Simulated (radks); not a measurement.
All-electron atom: Tb19+ in [Kr] 4d9.75 5s0.25 (fractional occupations, a model configuration). Calculated with a radial shooting solver on a logarithmic mesh with Libxc functionals: Dirac Kohn-Sham, BLYP, spin-unpolarised, spherical densities, point nucleus; open shells fill j = l - 1/2 first.

Unscreened Slater integrals over Kohn-Sham orbitals (hartree). Large and small components are both included. Empty in this configuration: 4f5/2.

F0(5s1/2,5s1/2): 0.89548
F0(5s1/2,4d5/2): 1.0683
G2(5s1/2,4d5/2): 0.12575
F0(5s1/2,4d3/2): 1.0711
G2(5s1/2,4d3/2): 0.12274
F0(5s1/2,4p3/2): 1.0748
G1(5s1/2,4p3/2): 0.10429
F0(5s1/2,4f5/2): 1.0659
G3(5s1/2,4f5/2): 0.13337
F0(4d5/2,4d5/2): 1.5797
F2(4d5/2,4d5/2): 0.80944
F4(4d5/2,4d5/2): 0.54757
F0(4d5/2,4d3/2): 1.5900
F2(4d5/2,4d3/2): 0.81388
G2(4d5/2,4d3/2): 0.81182
G4(4d5/2,4d3/2): 0.54922
F0(4d5/2,4p3/2): 1.6019
F2(4d5/2,4p3/2): 0.82701
G1(4d5/2,4p3/2): 1.0407
G3(4d5/2,4p3/2): 0.66037
F0(4d5/2,4f5/2): 1.5714
F2(4d5/2,4f5/2): 0.79180
F4(4d5/2,4f5/2): 0.51654
G1(4d5/2,4f5/2): 0.88216
G3(4d5/2,4f5/2): 0.58467
G5(4d5/2,4f5/2): 0.42265
F0(4d3/2,4d3/2): 1.6006
F2(4d3/2,4d3/2): 0.81881
F0(4d3/2,4p3/2): 1.6126
F2(4d3/2,4p3/2): 0.83178
G1(4d3/2,4p3/2): 1.0420
G3(4d3/2,4p3/2): 0.66220
F0(4d3/2,4f5/2): 1.5820
F2(4d3/2,4f5/2): 0.79818
G1(4d3/2,4f5/2): 0.89724
G3(4d3/2,4f5/2): 0.59298
F0(4p3/2,4p3/2): 1.6279
F2(4p3/2,4p3/2): 0.85415
F0(4p3/2,4f5/2): 1.5957
F2(4p3/2,4f5/2): 0.81566
G2(4p3/2,4f5/2): 0.69505
G4(4p3/2,4f5/2): 0.49557
F0(4f5/2,4f5/2): 1.5826
F2(4f5/2,4f5/2): 0.82253
F4(4f5/2,4f5/2): 0.53279
